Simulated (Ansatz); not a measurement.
**Molecular dynamics of GaPt12**

Input:

```yaml
crystal:
  lattice:
    - [5.543717, 0.0, 0.0]
    - [2.771859, 4.801, 0.0]
    - [0.0, 0.0, 16.526426]
  atoms:
    - { symbol: Pt, position: [0.1666667, 0.1666667, 0.0605092] }
    - { symbol: Pt, position: [0.6666667, 0.1666667, 0.0605092] }
    - { symbol: Pt, position: [0.1666667, 0.6666667, 0.0605092] }
    - { symbol: Pt, position: [0.6666667, 0.6666667, 0.0605092] }
    - { symbol: Pt, position: [-0.22397237, 0.38644457, 0.19773172] }
    - { symbol: Pt, position: [0.27375627, 0.40553142, 0.20881376] }
    - { symbol: Pt, position: [-0.24431219, 0.86997993, 0.20773482] }
    - { symbol: Pt, position: [0.23727591, 0.91494118, 0.20367721] }
    - { symbol: Pt, position: [-0.10834709, 0.08005558, 0.34673991] }
    - { symbol: Pt, position: [0.39750863, 0.08206446, 0.3412621] }
    - { symbol: Pt, position: [-0.12334273, 0.56665273, 0.34329733] }
    - { symbol: Pt, position: [0.38373981, 0.57197041, 0.3398142] }
    - { symbol: Ga, position: [0.05680652, 0.28058699, 0.46245223] }
basis:
  ecutwfc: 420.0
kpoints:
  mp_grid: { grid: [3, 3, 1] }
hamiltonian:
  xc: pbesol
scf:
  occupations: { method: fermi_dirac, width: 0.15 }
  lower_state_search: "off"
md:
  timestep: 4.5
  n_steps: 300
  ensemble: nvt_langevin
  temperature: 1800.0
  initial_velocities: maxwell_boltzmann
  seed: 21094
  friction: 0.05
  constraints: [{ sites: [0, 1, 2, 3] }]
```

Run as:

```bash
$ ansatz run input.yaml --threads 4 --pin off --max-ram 10240MiB --backend cpu --events-out ev --progress --plain --runs-dir out
```

It goes on from the last frame of an earlier run, with new velocities.

Output, in part (step lines):

```
md step     0: t =     0.00 fs  T =  1800.0 K  F+E_penalty+E_count = -152344.43883272 eV  E_kin = 2.094012 eV  (12 SCF iters)
md step     1: t =     4.50 fs  T =  1596.0 K  F+E_penalty+E_count = -152344.47462073 eV  E_kin = 1.856702 eV  (10 SCF iters)
md step     2: t =     9.00 fs  T =  2178.4 K  F+E_penalty+E_count = -152344.52589968 eV  E_kin = 2.534206 eV  (10 SCF iters)
md step     3: t =    13.50 fs  T =  1563.1 K  F+E_penalty+E_count = -152344.54712727 eV  E_kin = 1.818375 eV  (10 SCF iters)
md step     4: t =    18.00 fs  T =  1483.6 K  F+E_penalty+E_count = -152344.52573452 eV  E_kin = 1.725877 eV  (10 SCF iters)
md step     5: t =    22.50 fs  T =  1877.4 K  F+E_penalty+E_count = -152344.46998003 eV  E_kin = 2.184085 eV  (9 SCF iters)
md step     6: t =    27.00 fs  T =  1455.5 K  F+E_penalty+E_count = -152344.41006068 eV  E_kin = 1.693289 eV  (9 SCF iters)
md step     7: t =    31.50 fs  T =  2022.9 K  F+E_penalty+E_count = -152344.37511277 eV  E_kin = 2.353269 eV  (9 SCF iters)
[... lines left out ...]
md step   299: t =  1345.50 fs  T =  1937.5 K  F+E_penalty+E_count = -152343.50268695 eV  E_kin = 2.253958 eV  (9 SCF iters)
md step   300: t =  1350.00 fs  T =  1808.4 K  F+E_penalty+E_count = -152343.57855490 eV  E_kin = 2.103785 eV  (10 SCF iters)
```

The steps, from the saved trajectory:

| time (fs) | T (K) | potential energy less start (eV) |
| --- | --- | --- |
| 0.0 | 1800 | 0.000 |
| 45.0 | 1721 | 0.193 |
| 90.0 | 1099 | 0.612 |
| 135.0 | 1143 | 0.220 |
| 180.0 | 1346 | 0.413 |
| 225.0 | 2112 | 0.849 |
| 270.0 | 1566 | 1.218 |
| 315.0 | 1966 | 0.870 |
| 360.0 | 1721 | 0.752 |
| 405.0 | 1547 | 0.518 |
| 450.0 | 1586 | 0.663 |
| 495.0 | 1567 | 1.426 |
| 540.0 | 1955 | 1.401 |
| 585.0 | 2931 | 0.963 |
| 630.0 | 1720 | 0.818 |
| 675.0 | 1254 | 0.949 |
| 720.0 | 1381 | 1.006 |
| 765.0 | 2264 | 1.576 |
| 810.0 | 2541 | 1.287 |
| 855.0 | 1384 | 1.053 |
| 900.0 | 2402 | 1.308 |
| 945.0 | 1209 | 1.281 |
| 990.0 | 1950 | 1.067 |
| 1035.0 | 1346 | 1.569 |
| 1080.0 | 1281 | 1.425 |
| 1125.0 | 1806 | 1.573 |
| 1170.0 | 1188 | 1.260 |
| 1215.0 | 1445 | 1.091 |
| 1260.0 | 1981 | 0.940 |
| 1305.0 | 2484 | 0.781 |
| 1350.0 | 1808 | 0.860 |

All steps were run. A run of 1.4 ps of so small a system gives no equilibrium averages. Limits of this set-up: coarse k mesh, thin slab, slab without dipole correction.

Mean squared displacements from the first frame to the last: Pt 0.08 Å², Ga 2.95 Å².

Last frame:

```xyz
13
Lattice="5.5437 0.0000 0.0000 2.7719 4.8010 0.0000 0.0000 0.0000 16.5264" Properties=species:S:1:pos:R:3
Pt 1.386 0.800 1.000
Pt 4.158 0.800 1.000
Pt 2.772 3.201 1.000
Pt 5.544 3.201 1.000
Pt 0.105 1.956 3.239
Pt 2.967 1.938 3.434
Pt 1.298 4.213 3.288
Pt 4.058 4.491 3.375
Pt -0.552 0.542 5.591
Pt 2.305 0.542 5.681
Pt 0.878 3.086 6.070
Pt 3.539 3.132 5.760
Ga 2.534 2.269 7.801
```

Run time: 27 min on 4 threads of Intel(R) Xeon(R) 6975P-C (Granite Rapids) (shared host), peak memory 1.7 GiB.
